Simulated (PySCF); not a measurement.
arsenic trifluoride (AsF₃), SMILES F[As](F)F. Geometry optimised at PBE-D3(BJ)/def2-SVP.

Task: Give the equilibrium geometry at PBE-D3(BJ)/def2-SVP (PySCF confirms it by a frequency run) as a Z-matrix, and its point group. (Estimate from the structure and the level; the computed values follow.)

Result: point group C3v.
```
As
F 1 1.7512
F 1 1.7512 2 96.52
F 1 1.7512 2 96.52 3 97.36
```
Charge 0, spin multiplicity 1.
